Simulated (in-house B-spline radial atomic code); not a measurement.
## How G0W0 and RPA depend on the start: In3+

Configuration [Kr] 4d10. Computed with a B-spline radial code for spherical atoms: all electrons, non-relativistic, point nucleus, each spin shell either full or empty, empty states to l = 9 with an (l + 1/2)⁻⁴ tail; G0W0 by contour deformation at full frequency.

Without relativity these are model numbers: it shifts the levels of so heavy an element strongly and can reorder them.

```json
{"start": "Hartree-Fock", "mean-field 4d (eV)": "-57.36", "G0W0 (eV)": "-57.48", "QP weight": "0.964", "RPA correlation (Eh)": "-3.2843"}
{"start": "LDA VWN5", "mean-field 4d (eV)": "-48.72", "G0W0 (eV)": "-57.24", "QP weight": "0.932", "RPA correlation (Eh)": "-3.5666"}
{"start": "PBE", "mean-field 4d (eV)": "-48.47", "G0W0 (eV)": "-57.10", "QP weight": "0.931", "RPA correlation (Eh)": "-3.5609"}
{"start": "PBE0", "mean-field 4d (eV)": "-51.00", "G0W0 (eV)": "-57.19", "QP weight": "0.945", "RPA correlation (Eh)": "-3.484"}
{"start": "r2SCAN", "mean-field 4d (eV)": "-48.94", "G0W0 (eV)": "?", "QP weight": "?", "RPA correlation (Eh)": "?"}
{"start": "HSE06", "mean-field 4d (eV)": "-50.57", "G0W0 (eV)": "-57.20", "QP weight": "0.943", "RPA correlation (Eh)": "-3.4899"}
{"start": "B3LYP (VWN-RPA)", "mean-field 4d (eV)": "-50.55", "G0W0 (eV)": "-57.29", "QP weight": "0.941", "RPA correlation (Eh)": "-3.5012"}
{"start": "SCAN", "mean-field 4d (eV)": "-48.89", "G0W0 (eV)": "-56.98", "QP weight": "0.938", "RPA correlation (Eh)": "-3.5068"}
{"start": "TPSS", "mean-field 4d (eV)": "-48.44", "G0W0 (eV)": "-57.07", "QP weight": "0.933", "RPA correlation (Eh)": "-3.5454"}
{"start": "BHandHLYP", "mean-field 4d (eV)": "-53.40", "G0W0 (eV)": "-57.38", "QP weight": "0.953", "RPA correlation (Eh)": "-3.4144"}
{"start": "CAM-B3LYP", "mean-field 4d (eV)": "-52.49", "G0W0 (eV)": "-57.46", "QP weight": "0.949", "RPA correlation (Eh)": "-3.4704"}
{"start": "LC-wPBE", "mean-field 4d (eV)": "-53.66", "G0W0 (eV)": "?", "QP weight": "?", "RPA correlation (Eh)": "?"}
{"start": "wB97X", "mean-field 4d (eV)": "-53.36", "G0W0 (eV)": "-57.31", "QP weight": "0.954", "RPA correlation (Eh)": "-3.455"}
{"start": "PBEsol", "mean-field 4d (eV)": "-48.45", "G0W0 (eV)": "-57.13", "QP weight": "0.932", "RPA correlation (Eh)": "-3.5627"}
{"start": "BLYP", "mean-field 4d (eV)": "-48.34", "G0W0 (eV)": "-57.21", "QP weight": "0.929", "RPA correlation (Eh)": "-3.5632"}
{"start": "r2SCAN0", "mean-field 4d (eV)": "-51.35", "G0W0 (eV)": "-57.13", "QP weight": "0.948", "RPA correlation (Eh)": "-3.4502"}
{"start": "LDA exchange-only", "mean-field 4d (eV)": "-46.98", "G0W0 (eV)": "-57.43", "QP weight": "0.925", "RPA correlation (Eh)": "-3.567"}
```

What G0W0 level, weight and RPA correlation energy follow from the LC-wPBE start?

G0W0 level -57.45 eV, weight 0.954, RPA correlation -3.4707 hartree.

What G0W0 level, weight and RPA correlation energy follow from the r2SCAN start?

G0W0 level -57.00 eV, weight 0.938, RPA correlation -3.5096 hartree.

How much of the dependence on the start does G0W0 remove?

The mean-field levels span 10.4 eV and the G0W0 levels 0.496 eV. Against 55.45 ± 0.04 eV (NIST, measured) the G0W0 removal energies are off by +1.53 to +2.03 eV, with relativity, Breit and QED terms left out.
